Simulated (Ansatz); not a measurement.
Mulliken charges of CH6GeN, SMILES `[CH3][GeH][NH2]` radical from B3LYP/def2-TZVPP in Ansatz (PBE0-D4/def2-TZVP geometry).

```csv
atom,x (Å),y (Å),z (Å),charge (e)
C1,-0.753,0.942,-0.724,-0.385
Ge2,0.918,0.149,-0.061,0.226
N3,0.421,-1.173,1.132,-0.377
H4,-1.380,0.155,-1.147,0.118
H5,-0.537,1.684,-1.494,0.105
H6,-1.292,1.430,0.088,0.101
H7,1.665,-0.609,-1.198,-0.043
H8,1.171,-1.763,1.464,0.130
H9,-0.125,-0.861,1.923,0.126
```

Q: By hand: the dipole of these point charges (1 e Å = 4.8032 D).

A: Σ q r = (0.054, 0.141, 0.039) e Å, of length 0.156 e Å = 0.75 D.

Q: How does the dipole of the full density compare? (Best estimate.)

A: Ansatz gave: (-0.049, 0.043, 0.203) e Å, 1.02 D; the point charges give 0.74 times that, at 70° from its direction.

Point charges leave out the atoms' own dipoles, such as those of lone pairs, and Mulliken's split depends on the basis, so the two needn't agree.

B3LYP here is the variant with VWN-RPA as its local correlation; programs differ in this.
